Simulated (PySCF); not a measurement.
A side-by-side comparison of computed properties.

First species: C2H5F2NO4S2.
Cartesian coordinates in Å at the GFN2-xTB level; atoms count from 1:
```xyz
16
C2H5F2NO4S2 angstrom
C      2.380   -0.169   -0.032
S      0.969    0.511    0.824
O      0.244   -0.517    1.502
O      1.329    1.684    1.550
N     -0.009    1.008   -0.468
S     -0.959   -0.212   -1.058
O     -0.096   -1.330   -1.241
O     -1.696    0.286   -2.165
C     -2.165   -0.580    0.325
F     -3.304   -0.995   -0.237
F     -2.410    0.594    0.925
H      3.051   -0.585    0.710
H      2.854    0.636   -0.577
H      1.996   -0.938   -0.691
H     -0.405    1.931   -0.423
H     -1.786   -1.313    1.043
```

Second species: C8H11O2P.
SMILES: `C(#C[P@@](O)(=O)C1CCCC=1)C`

Levels: PBE0/pcSseg-1 for HOMO energy, LUMO energy and HOMO–LUMO gap. Geometries: GFN2-xTB. All species are isolated and taken at one optimised geometry, non-relativistic unless stated; the electronic structure was computed with PySCF and density fitting.

Dipoles, sizes and rotational constants follow the conformer. The torsions of the flexible species, by atom-mapped SMILES:
- `[CH3:1][S:2](=[O:3])(=[O:4])[NH:5][S:6](=[O:7])(=[O:8])[CH:9]([F:10])[F:11]`: C1–S2–N5–S6 85°, S2–N5–S6–O7 -48°, N5–S6–C9–F10 149°

The conformers of `CC#C[P@](=O)(O)C1=CCCC1` aren't listed.

| property | column X | column Y |
| --- | --- | --- |
| HOMO energy | -7.36 eV | -9.31 eV |
| LUMO energy | -0.62 eV | 0.23 eV |
| HOMO–LUMO gap | 6.74 eV | 9.54 eV |

(1) Which column belongs to which species?

(2) How does each property change from the first species to the second?

## Answers

(1) Column X is the second species and column Y the first. The first has 16 atoms and 106 electrons, the second 22 and 90.

(2) HOMO energy +1.95 eV; LUMO energy -0.85 eV; HOMO–LUMO gap -2.80 eV.

